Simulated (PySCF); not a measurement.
**Correlation energy of B⁺ (boron, charge +1)**

[He] 2s2, closed-shell 1S. Calculation: PySCF 2.14, in aug-cc-pVDZ-DK; scalar relativity by spin-free X2C-1e. Frozen: 1s2; 2 electrons correlated.

Total MP2 correlation energy: -32.66 mhartree.

Same-spin part 0.00 and opposite-spin part -32.66 mhartree; SCS-MP2 scales them by 1/3 and 6/5 to -39.19 mhartree.

With two correlated electrons CCSD is exact within the correlated space (frozen core and kept virtual orbitals).

| level | correlation energy (mhartree) |
| --- | --- |
| CCSD | -58.66 |

Diagnostics: T1 = 0.012, D1 = 0.0167, largest double amplitude 0.151.

Problem. Is a single reference adequate?

Solution. Not fully. A double-excitation amplitude exceeds 0.15, a sign of near-degeneracy.
